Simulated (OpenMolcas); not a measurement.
Pr3+ among 8 point charges of -0.5 e arranged as a cube (Oh), 2.85 Å from the ion.
```
   1.6454    1.6454    1.6454  -0.50
   1.6454    1.6454   -1.6454  -0.50
   1.6454   -1.6454    1.6454  -0.50
   1.6454   -1.6454   -1.6454  -0.50
  -1.6454    1.6454    1.6454  -0.50
  -1.6454    1.6454   -1.6454  -0.50
  -1.6454   -1.6454    1.6454  -0.50
  -1.6454   -1.6454   -1.6454  -0.50
```

```yaml
Program: OpenMolcas 26.06
Method: CASSCF
Basis: ANO-RCC-VTZP [8s7p5d3f2g1h]
Scalar_Hamiltonian: DKH2, point nucleus
Active_space: 2 electrons in 7 orbitals (4f)
State_averaging: 2S+1 = 3 even, 21 roots; 2S+1 = 1 even, 27 roots kept (CI in the orbitals of an earlier block)
Spin-orbit_coupling: RASSI with atomic mean-field integrals over the reference wave functions
```

(1) What is the spin-free ground state (labels of O, the rotations of Oh)?

(2) Where is the first state of the same spin?

(3) What are the lowest two levels with spin-orbit coupling?

(4) What is χT at 300 K, and how does it compare with the textbook value?

Answers

(1) 3T1, 3-fold in its orbital part, 100 % from free-ion H terms; it has the highest spin that f2 allows.

(2) 3E at 4.93 cm-1 above the ground state.

(3) A 3-fold level T2, then a 2-fold level E 46.6 cm-1 above it. Their leading multiplicities are 3 (97 %) and 3 (97 %).

(4) Hund's rules give f2 the level 3H4 with g = 0.800, so an isolated free-ion multiplet has χT = g² J(J+1) / 8 = 1.600 cm3 K/mol. The computed 1.645 at 300 K differs by +3 %, through the field's splitting, the mixing of terms and any other multiplet in reach.

Point charges carry no covalency, so the field is a model and not that of real ligands. The first state left out of the spin-orbit step lies near 62000 cm-1 above the lowest spin-free state of the reference (among the parities and spins computed), and the lists stop at four fifths of that energy or lower. No measured value stands beside these numbers.
